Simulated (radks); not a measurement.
Species: Ge4+. Configuration: [Ar] 3d9.5 4f0.5 (fractional occupations, a model configuration).

Calculated with a radial shooting solver on a logarithmic mesh with Libxc functionals: Dirac Kohn-Sham, PBE, spin-unpolarised, spherical densities, finite nucleus; open shells are shared between the two j in proportion to 2j + 1; Fermi nuclear charge, rms radius 4.0742 fm.

Energy parts (hartree):
part                       energy
total                 -2093.88977
kinetic                2138.36365
electron-nucleus      -4993.55331
Hartree                 839.27750
exchange-correlation    -77.97761

Orbitals (lengths in bohr, moments of r in powers of bohr; <r^-3> diverges for s and p1/2):
orbital      occ.  eigenvalue (hartree)   <r^-3>      <r>  small-component weight
1s1/2           2             -404.9098        -  0.04700                1.34e-02
2s1/2           2             -52.58662        -   0.2098                2.60e-03
2p1/2           2             -47.01960        -   0.1812                2.58e-03
2p3/2           4             -45.84790    959.0   0.1848                2.53e-03
3s1/2           2              -8.33526        -   0.6210                6.00e-04
3p1/2           2              -6.49423        -   0.6345                5.51e-04
3p3/2           4              -6.33485    131.5   0.6447                5.38e-04
3d3/2         3.8              -3.20218    15.26   0.6975                4.20e-04
3d5/2         5.7              -3.17941    14.84   0.7017                4.16e-04
4f5/2    0.214286              -0.64603  0.04931    3.686                2.04e-05
4f7/2    0.285714              -0.64601  0.04928    3.687                2.04e-05

The highest occupied level is 4f7/2 at -17.579 eV. The electron density at the nucleus is 3.169e+04 e/bohr^3. The density falls to 0.001 e/bohr^3 at r = 3.59 bohr.
